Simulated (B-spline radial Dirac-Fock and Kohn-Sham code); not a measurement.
# Tc⁴⁺ 3p1/2: cross section and angular parameters

System: the Tc⁴⁺ ion, 1s2 2s2 2p6 3s2 3p6 3d10 4s2 4p6 4d3; threshold 499.7 eV (orbital energy of the model). Model: Dirac-Hartree-Slater photoionisation with a Latter tail; cross sections with all multipoles, angular parameters from the dipole term and its interference with E2. Program: an atomic code on a B-spline grid.

For linearly polarised light dσ/dΩ = σ/(4π) [1 + β P₂(cos θ) + (δ + γ cos²θ) sin θ cos φ], with θ from the polarisation vector and φ the angle between the beam and the projection of the electron momentum on the plane normal to the polarisation.

```csv
hν (eV),σ (kb),β,γ,δ
584,160,0.936,0.240,0.081
735,129,1.336,0.212,0.023
1000,86.1,1.536,0.029,0.004
1253.6,59.8,1.593,-0.022,0.001
1370,51.2,1.603,-0.021,0.001
1486.9,44.2,1.609,-0.011,0.002
2370,17.2,1.584,0.188,0.007
2960,10.5,1.546,0.342,0.012
3660,6.35,1.501,0.515,0.019
4000,?,?,?,?
5410,2.35,1.392,0.873,0.041
6120,1.70,1.353,0.991,0.050
6950,1.20,1.309,1.115,0.061
8047.8,0.796,1.256,1.259,0.076
8050,0.796,1.256,1.259,0.076
9251.7,0.535,1.204,1.394,0.093
9320,0.524,1.201,1.401,0.094
12200,0.237,1.094,1.655,0.135
```

**Question.** Give the values at 4000 eV.

**Answer.** σ = 5.10 kb, β = 1.479, γ = 0.593, δ = 0.023.

Values without a named source are computed, but for edge energies of neutral atoms, which are taken from tables.
